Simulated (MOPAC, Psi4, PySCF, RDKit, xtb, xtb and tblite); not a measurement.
Internal rotation in SMILES [SiH2]([SiH2]C#C)C#C (C4H6Si2). Scanned: dihedral C2–Si3–Si4–C5; all other coordinates were relaxed at GFN2-xTB. GFN2-xTB can order the conformers of Si and Ge chains otherwise than DFT does. Points at φ and −φ are mirror images.

Geometry of the scan point at -160° (Å):
```
12

C     -3.5188     0.1200     0.8929
C     -2.4307     0.4014     0.4649
Si    -0.7375     0.7929    -0.1732
Si     0.7097    -0.9054     0.4481
C      2.4490    -0.2762     0.3678
C      3.5683     0.1595     0.3081
H     -4.4752    -0.1175     1.2632
H     -0.8812     0.9439    -1.6293
H     -0.3890     2.1084     0.3832
H      0.5149    -1.3814     1.8254
H      0.6636    -2.0748    -0.4431
H      4.5514     0.5325     0.2583
```

Methods: GFN2-xTB (xtb and tblite); MMFF94 // GFN2-xTB (RDKit); PBE0/def2-TZVP // GFN2-xTB (Psi4); PBE0-D3(BJ)/def2-TZVP // GFN2-xTB (Psi4); PBE/def2-TZVP // GFN2-xTB (Psi4); PBE-D3(BJ)/def2-TZVP // GFN2-xTB (Psi4); MP2/cc-pVTZ = DF-MP2 (frozen core)/cc-pVTZ // GFN2-xTB (Psi4); HF/cc-pVTZ // GFN2-xTB (Psi4); UFF // GFN2-xTB (RDKit); AM1, restricted, heats of formation // GFN2-xTB (MOPAC); PM6, restricted, heats of formation // GFN2-xTB (MOPAC); GFN1-xTB // GFN2-xTB (xtb); RKS-B3LYP/6-31G* = restricted B3LYP/6-31G*, spherical d, density fitting // GFN2-xTB (PySCF 2.14.0); RKS-B3LYP/6-311+G** = restricted B3LYP/6-311+G**, spherical d, density fitting // GFN2-xTB in PySCF 2.14.0.

Least-squares fit of E(φ) = a0 + Σ (a_n cos nφ + b_n sin nφ), n = 1 to 4, to the 18 scan points, in kJ/mol above the lowest point of each profile (levels whose profile four harmonics don't fit are not listed):

```tsv
method	a0	a1	b1	a2	b2	a3	b3	a4	b4	rms of fit
GFN2-xTB	0.68	0.61	0.00	0.02	0.00	0.09	0.00	0.01	0.00	0.01
MMFF94	3.00	0.41	0.00	0.27	0.00	2.85	0.00	0.00	0.00	0.04
PBE0/def2-TZVP	3.26	1.10	0.00	0.29	0.00	2.45	0.00	-0.01	0.00	0.02
PBE0-D3(BJ)/def2-TZVP	2.93	0.66	0.00	0.14	0.00	2.40	0.00	-0.02	0.00	0.01
PBE/def2-TZVP	3.17	1.00	0.00	0.27	0.00	2.43	0.00	-0.02	0.00	0.02
PBE-D3(BJ)/def2-TZVP	2.85	0.59	0.00	0.12	0.00	2.38	0.00	-0.03	0.00	0.01
MP2/cc-pVTZ	2.62	0.05	0.00	0.07	0.00	2.61	0.00	-0.03	0.00	0.01
HF/cc-pVTZ	3.63	1.43	0.00	0.50	0.00	2.74	0.00	0.04	0.00	0.04
UFF	3.04	-0.84	0.00	0.04	0.00	2.63	0.00	0.01	0.00	0.04
AM1	0.41	0.10	0.00	0.08	0.00	0.41	0.00	0.04	0.00	0.05
PM6	1.26	-0.20	0.00	-0.01	0.00	1.18	0.00	0.01	0.00	0.02
GFN1-xTB	0.94	-0.33	0.00	-0.21	0.00	0.90	0.00	-0.02	0.00	0.01
RKS-B3LYP/6-31G*	3.07	0.83	0.00	0.38	0.00	2.52	0.00	-0.13	0.00	0.02
RKS-B3LYP/6-311+G**	3.47	1.48	0.00	0.42	0.00	2.51	0.00	0.10	0.00	0.02
```

MMFF94 has few fitted parameters for silicon.
